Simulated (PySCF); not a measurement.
**Ionisation energy of In⁺ by level of theory**

In⁺ [Kr] 4d10 5s2 (1S) → In²⁺ [Kr] 4d10 5s1 (2S), as a difference of total energies. Computed with PySCF 2.14 in x2c-SVPall (6s5p3d, 36 functions), with the spin-free X2C one-electron Hamiltonian (Gaussian nucleus). Correlated levels: valence: [Kr] 4d10 frozen. The calculations carry no spin-orbit coupling.

```csv
method,ionisation energy (eV)
UHF,17.126
B3LYP,19.135
PBE,19.080
MP2 (valence),17.682
SCS-MP2 (valence),17.794
CCSD (valence),17.966
```

Errors of the correlated levels include the incompleteness of this basis and the frozen core.

With two correlated electrons CCSD is exact in that space.

Question: Which method comes closest to the reference value, and which is furthest?

Answer: The reference is 18.870 eV (measured; NIST Atomic Spectra Database, ionization energies). Closest: PBE (error 0.210 eV); furthest: UHF (error -1.744 eV).
